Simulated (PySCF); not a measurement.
From one molecule to another.

First species: C6H6B2F2.
InChI=1S/C6H6B2F2/c7-5-1-3-6(4-2-5)8(9)10/h1-4H,7H2

Second species: C8H6FN.
Cartesian coordinates in Å at the PBE0-D3(BJ)/def2-SVP level; atoms count from 1:
```
atom  x, y, z in Å
N1    -3.5141   -0.0192    1.8130
C2    -2.8819   -0.1964    0.8604
C3    -2.0696   -0.4164   -0.3344
C4    -0.5921   -0.2118   -0.0818
C5     0.2123   -1.2767    0.3330
C6     1.5700   -1.0942    0.5794
C7     2.1179    0.1714    0.4091
F8     3.4167    0.3524    0.6322
C9     1.3419    1.2509    0.0046
C10   -0.0140    1.0510   -0.2378
H11   -2.4270    0.2674   -1.1204
H12   -2.2635   -1.4386   -0.6956
H13   -0.2267   -2.2687    0.4668
H14    2.2105   -1.9176    0.8997
H15    1.8077    2.2302   -0.1169
H16   -0.6311    1.8956   -0.5546
```

Levels: wB97X-D/def2-SVPD for dipole moment, HOMO energy, LUMO energy, HOMO–LUMO gap, static isotropic polarisability and electronic spatial extent ⟨r²⟩ about the centre of nuclear charge; TDDFT wB97X-D/def2-SVPD for lowest singlet excitation; PBE0-D3(BJ)/def2-SVP for rotational constant A and rotational constant C. Geometries: PBE0-D3(BJ)/def2-SVP. Each species is one conformer at its optimised geometry, gas phase, non-relativistic unless stated; the electronic structure was computed with PySCF and density fitting.

The conformers computed, where there is a choice (atom-mapped SMILES and torsion angles):
- `[BH2:1][c:2]1[cH:3][cH:4][c:5]([B:6]([F:7])[F:8])[cH:9][cH:10]1`: C4–C5–B6–F7 1°
- `[N:1]#[C:2][CH2:3][c:4]1[cH:5][cH:6][c:7]([F:8])[cH:9][cH:10]1`: C2–C3–C4–C5 90°

Values for the first species:

| Property | Result |
| --- | --- |
| Dipole moment | 0.87 D |
| HOMO energy | -9.64 eV |
| LUMO energy | -0.97 eV |
| HOMO–LUMO gap | 8.67 eV |
| Lowest singlet excitation | 4.50 eV |
| Static isotropic polarisability | 98.5 au |
| Electronic spatial extent ⟨r²⟩ about the centre of nuclear charge | 1650 bohr² |
| Rotational constant A | 3.626 GHz |
| Rotational constant C | 0.618 GHz |

Q: Estimate the same properties for the second species, and the change in each.

A: 
```tsv
property	first	second	second less first
dipole moment	0.87 D	3.62 D	+2.75 D
HOMO energy	-9.64 eV	-9.33 eV	+0.31 eV
LUMO energy	-0.97 eV	0.69 eV	+1.66 eV
HOMO–LUMO gap	8.67 eV	10.02 eV	+1.35 eV
lowest singlet excitation	4.50 eV	5.35 eV	+0.85 eV
static isotropic polarisability	98.5 au	93.9 au	-4.6 au
electronic spatial extent ⟨r²⟩ about the centre of nuclear charge	1650 bohr²	1657 bohr²	+7 bohr²
rotational constant A	3.626 GHz	3.673 GHz	+0.047 GHz
rotational constant C	0.618 GHz	0.655 GHz	+0.037 GHz
```

On the first: No computed singlet falls in the visible range (750 to 380 nm, 1.65 to 3.26 eV); S1 lies 1.24 eV above its blue end. The polarisability is 14.60 Å³ as a volume (1 au = 0.148185 Å³), or 1.41 au for each of the 70 electrons.

On the second: The 10 singlets span 5.35 to 7.90 eV, and their oscillator strengths add up to 1.27. A dipole of 3.62 D is allowed in Cs, and pure rotational transitions are dipole-allowed.
